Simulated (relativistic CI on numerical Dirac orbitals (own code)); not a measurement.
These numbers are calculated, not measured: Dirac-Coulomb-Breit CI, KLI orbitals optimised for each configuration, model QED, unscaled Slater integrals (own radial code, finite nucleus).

CI space (outside the closed core [Ne]): 3s²3p⁶3d⁸, 3s²3p⁵3d⁹, 3s²3p⁴3d¹⁰, 3s3p⁶3d⁹, 3p⁶3d¹⁰, 3s3p⁵3d¹⁰, 3s²3p⁶3d⁷4s, 3s²3p⁶3d⁷4p, 3s²3p⁶3d⁷4d, 3s²3p⁴3d⁹4s, 3s²3p⁴3d⁹4p, 3s²3p⁵3d⁸4s, 3s²3p⁶3d⁷4f, 3s²3p⁴3d⁹4d, 3s3p⁵3d⁹4s, 3s²3p⁵3d⁸4p, 3s3p⁵3d⁹4p, 3s²3p⁶3d⁶4s², 3s²3p⁵3d⁸4d, 3s3p⁶3d⁸4s, 3s3p⁵3d⁹4d, 3s²3p⁶3d⁶4s4p, 3p⁶3d⁹4s, 3s²3p⁶3d⁷5s, 3s²3p⁵3d⁸4f, 3s²3p⁶3d⁶4p², 3s3p⁶3d⁸4p, 3p⁶3d⁹4p, 3s²3p⁶3d⁶4s4d, 3s²3p⁶3d⁷5p, 3s²3p⁶3d⁷5d, 3s²3p⁶3d⁶4p4d, 3s²3p⁵3d⁷4s², 3p⁶3d⁹4d, 3s²3p⁶3d⁷5f, 3s3p⁶3d⁸4d. Levels of other configurations are missing.

At this charge energies of transitions that change n are usually good to better than 1 %, and those within a shell (Δn = 0) to a few per cent. Terms inside the open d or f shell come out 10 to 20 % too wide with unscaled integrals.

Outline of the computed level scheme of Gd XXXIX. Lowest level of each configuration: 3s²3p⁶3d⁸ ³F4 at 0.00 eV; 3s²3p⁵3d⁹ ³F°4 at 327.74 eV; 3s²3p⁴3d¹⁰ ³P2 at 670.51 eV; 3s3p⁶3d⁹ ³D3 at 676.76 eV; 3s3p⁵3d¹⁰ ³P°2 at 1007.16 eV; 3s²3p⁶3d⁷4s ⁵F5 at 1109.19 eV.

Some strong electric-dipole decays among the lowest 45 levels: 3s²3p⁵3d⁹ ¹F°3 → 3s²3p⁶3d⁸ ¹G4 (2.3e+12 s⁻¹); 3s3p⁵3d¹⁰ ¹P°1 → 3s3p⁶3d⁹ ³D2 (1.9e+12 s⁻¹); 3s²3p⁴3d¹⁰ ¹D2 → 3s²3p⁵3d⁹ ³F°3 (1.7e+12 s⁻¹); 3s3p⁶3d⁹ ³D2 → 3s²3p⁵3d⁹ ³D°3 (1.5e+12 s⁻¹); 3s²3p⁴3d¹⁰ ¹D2 → 3s²3p⁵3d⁹ ¹F°3 (1.5e+12 s⁻¹); 3s²3p⁵3d⁹ ³D°3 → 3s²3p⁶3d⁸ ³F4 (1.2e+12 s⁻¹); 3s3p⁶3d⁹ ³D3 → 3s²3p⁵3d⁹ ³F°4 (1.0e+12 s⁻¹); 3s3p⁵3d¹⁰ ³P°2 → 3s3p⁶3d⁹ ³D3 (9.9e+11 s⁻¹).

LS names give the leading component of a level, which can be under half, so a name can repeat, a term be missing and a line seem to break the LS rules.
